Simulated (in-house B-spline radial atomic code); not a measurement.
**Binding energies in the gadolinium ion Gd¹⁶⁺**

NIST's tabulated ground configuration is [Kr] 4d10 4f2; each binding energy is the energy of the ion with one electron taken from that subshell, relaxed, less that of the parent. Level of theory: Dirac-Hartree-Fock, average of configuration, Fermi nucleus of rms radius 5.1569 fm; calculated with an all-electron radial atomic-structure program (B-spline basis). Energies include first-order Breit, QED and recoil terms.

| subshell | X-ray name | binding energy (eV) | -ε (eV) | relaxation (eV) |
| --- | --- | --- | --- | --- |
| 1s | K | 50614.8 | 50897.1 | 66.6 |
| 2s | L1 | 8759.3 | 8817.5 | 33.2 |
| 2p1/2 | L2 | 8308.6 | 8370.3 | 37.3 |
| 2p3/2 | L3 | 7621 | 7672.7 | 35.2 |
| 3s | M1 | 2264.8 | 2282.0 | 12.5 |
| 3p1/2 | M2 | 2070.5 | 2088.1 | 13.2 |
| 3p3/2 | M3 | 1926.8 | 1941.9 | 12.3 |
| 3d3/2 | M4 | 1595.8 | 1611.8 | 14.3 |
| 3d5/2 | M5 | 1565.4 | 1580.4 | 14.0 |
| 4s | N1 | 745.1 | 748.7 | 2.5 |
| 4p1/2 | N2 | 666.7 | 670.2 | 2.5 |
| 4p3/2 | N3 | 632.4 | 635.2 | 2.2 |
| 4d3/2 | N4 | 500.5 | 502.8 | 2.1 |
| 4d5/2 | N5 | 494 | 496.2 | 2.0 |
| 4f | N6,7 | 346.2 | 347.9 | 1.8 |

Relaxation = -ε minus the binding energy without Breit, QED and recoil terms.

Emission lines follow as differences of binding energies, with λ = 12398.42 eV·Å / E:

```csv
line,holes,energy (eV),wavelength (Å)
K-L3,1s → 2p3/2,42993.8,0.28838
K-L2,1s → 2p1/2,42306.2,0.29306
K-M3,1s → 3p3/2,48688.0,0.25465
L3-M5,2p3/2 → 3d5/2,6055.6,2.0474
L2-M4,2p1/2 → 3d3/2,6712.8,1.847
L1-M3,2s → 3p3/2,6832.5,1.8146
L3-M1,2p3/2 → 3s,5356.2,2.3148
L2-N4,2p1/2 → 4d3/2,7808.1,1.5879
```

(1) What screening constant σ does Moseley's law, E = (3/4)·13.6057 eV·(Z - σ)², need for K-L3?

Moseley's non-relativistic formula needs a falling, then negative, screening constant for heavy elements, because relativity binds the 1s electron more strongly than the formula allows.

(2) What does it cost to remove both a 3p3/2 and a 4d5/2 electron?

(3) What does it cost to remove both a 4s and a 4d3/2 electron?

(4) What does it cost to remove both a 1s and a 3d3/2 electron?

Answers

(1) σ = -0.91.

(2) 2463.8 eV, which is 42.97 eV more than the two single binding energies together.

(3) 1282.1 eV, which is 36.61 eV more than the two single binding energies together.

(4) 52314 eV, which is 103.3 eV more than the two single binding energies together.
